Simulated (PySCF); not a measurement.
H2GeS, singlet, at a GFN2-xTB geometry; DF-B3LYP/cc-pVTZ in PySCF.

Input for PySCF:
```python
from pyscf import gto, scf, dft

mol = gto.M(
    atom='''
Ge    0.16892376   -0.51717288    0.52339737
H     0.67494204   -1.50964575   -0.65493097
S    -0.33131487    1.00836534   -0.99705588
H    -0.77946466    1.92533236   -0.14089062
''',
    basis='cc-pvtz',
    verbose=4,
    max_memory=1800,
)

mf = dft.RKS(mol)
mf.xc = 'b3lyp'
mf = mf.density_fit(auxbasis='def2-universal-jkfit')
mf.kernel()
```

The log (banner, timings and long lists left out):

```
PySCF version 2.14.0

[INPUT] verbose = 4
[INPUT] num. atoms = 4
[INPUT] num. electrons = 50
[INPUT] charge = 0
[INPUT] spin (= nelec alpha-beta = 2S) = 0
[INPUT] symmetry False subgroup None
[INPUT] Mole.unit = angstrom
[INPUT] Symbol           X                Y                Z      unit          X                Y                Z       unit  Magmom
[INPUT]  1 Ge     0.168923760000  -0.517172880000   0.523397370000 AA    0.319219642332  -0.977315102253   0.989077683618 Bohr   0.0
[INPUT]  2 H      0.674942040000  -1.509645750000  -0.654930970000 AA    1.275455605555  -2.852817012614  -1.237640163796 Bohr   0.0
[INPUT]  3 S     -0.331314870000   1.008365340000  -0.997055880000 AA   -0.626094365296   1.905534326104  -1.884162544087 Bohr   0.0
[INPUT]  4 H     -0.779464660000   1.925332360000  -0.140890620000 AA   -1.472974731177   3.638350859163  -0.266244685320 Bohr   0.0

nuclear repulsion = 148.833088065938
number of shells = 31
number of NR pGTOs = 202
number of NR cGTOs = 105
basis = cc-pvtz
ecp = {}

******** <class 'pyscf.df.df_jk.DFRKS'> ********
method = DFRKS
initial guess = minao
damping factor = 0
level_shift factor = 0
DIIS = <class 'pyscf.scf.diis.CDIIS'>
diis_start_cycle = 1
diis_space = 8
diis_damp = 0
SCF conv_tol = 1e-09
SCF conv_tol_grad = None
SCF max_cycles = 50
direct_scf = False
XC library pyscf.dft.libxc version 7.1.2
    S. Lehtola, C. Steigemann, M. J. T. Oliveira, and M. A. L. Marques,  SoftwareX 7, 1–5 (2018)
XC functionals = b3lyp
    P. J. Stephens, F. J. Devlin, C. F. Chabalowski, and M. J. Frisch,  J. Phys. Chem. 98, 11623 (1994)
radial grids:
    Treutler-Ahlrichs [JCP 102, 346 (1995); DOI:10.1063/1.469408] (M4) radial grids

becke partition: Becke, JCP 88, 2547 (1988); DOI:10.1063/1.454033
pruning grids: <function nwchem_prune>
grids dens level: 3
symmetrized grids: False
atomic radii adjust function: <function treutler_atomic_radii_adjust>
small_rho_cutoff = 0
Set gradient conv threshold to 3.16228e-05
Initial guess from minao.
tot grids = 59136
******** <class 'pyscf.df.df.DF'> ********
auxbasis = def2-universal-jkfit
init E= -2475.89018473665
  HOMO = -0.240502639096206  LUMO = -0.113525005039758  gap/eV = 3.45524
cycle= 1 E= -2476.48602229415  delta_E= -0.596  |g|= 0.464  |ddm|= 1.54
  HOMO = -0.248221376806288  LUMO = -0.119209122949023  gap/eV = 3.51060
cycle= 2 E= -2476.39022538923  delta_E= 0.0958  |g|= 0.716  |ddm|= 0.822
  HOMO = -0.242606740449284  LUMO = -0.0971792231359858  gap/eV = 3.95728
cycle= 3 E= -2476.52023430523  delta_E= -0.13  |g|= 0.121  |ddm|= 0.602
  HOMO = -0.249814872422122  LUMO = -0.102633247269198  gap/eV = 4.00502
cycle= 4 E= -2476.52565608327  delta_E= -0.00542  |g|= 0.0198  |ddm|= 0.13
  HOMO = -0.251951875369771  LUMO = -0.103579113760655  gap/eV = 4.03743
cycle= 5 E= -2476.52576918661  delta_E= -0.000113  |g|= 0.00407  |ddm|= 0.0192
  HOMO = -0.251178777149748  LUMO = -0.102795553795749  gap/eV = 4.03771
cycle= 6 E= -2476.52577556283  delta_E= -6.38e-06  |g|= 0.00099  |ddm|= 0.00575
  HOMO = -0.251151369908294  LUMO = -0.102802640408079  gap/eV = 4.03677
cycle= 7 E= -2476.5257759073  delta_E= -3.44e-07  |g|= 0.000245  |ddm|= 0.00105
  HOMO = -0.251170439511852  LUMO = -0.102818886785861  gap/eV = 4.03685
cycle= 8 E= -2476.52577593159  delta_E= -2.43e-08  |g|= 3.86e-05  |ddm|= 0.000307
  HOMO = -0.251168984654667  LUMO = -0.102817571468028  gap/eV = 4.03685
cycle= 9 E= -2476.52577593202  delta_E= -4.37e-10  |g|= 1.34e-05  |ddm|= 4.21e-05
  HOMO = -0.251171623182586  LUMO = -0.102820595640006  gap/eV = 4.03684
Extra cycle  E= -2476.525775932  delta_E= 2.77e-11  |g|= 1.79e-05  |ddm|= 2.85e-05
converged SCF energy = -2476.525775932
```
